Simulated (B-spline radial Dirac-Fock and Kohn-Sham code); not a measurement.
**Relativistic shifts of the levels of Ba³²⁺**

System: Ba³²⁺ in the configuration [Ar] 3d6.

Both columns are ΔSCF binding energies of the configuration average from a radial finite-basis atomic code: non-relativistic Hartree-Fock with a point nucleus, and Dirac-Fock with a finite nucleus and the Coulomb interaction alone, averaged over the two j levels with weights 2j+1.

```
shell  Hartree-Fock (eV)  Dirac-Fock (eV)  shift (eV)  shift (%)
   1s            37332.6          39024.1    +1691.45      +4.53
   2s             6975.0           7410.9     +435.98      +6.25
   2p             6653.1           6793.4     +140.29      +2.11
   3s             2415.8           2528.5     +112.69      +4.66
   3p             2279.1           2322.9      +43.80      +1.92
   3d             2058.6           2056.9       -1.72      -0.08
```

Relativity binds 1s, 2s, 2p, 3s, 3p more strongly, among those listed most of all 2s in relative terms, and 3d more weakly, because the contracted s and p shells screen the nucleus better.

Values without a named source are computed, but for edge energies of neutral atoms, which are taken from tables.
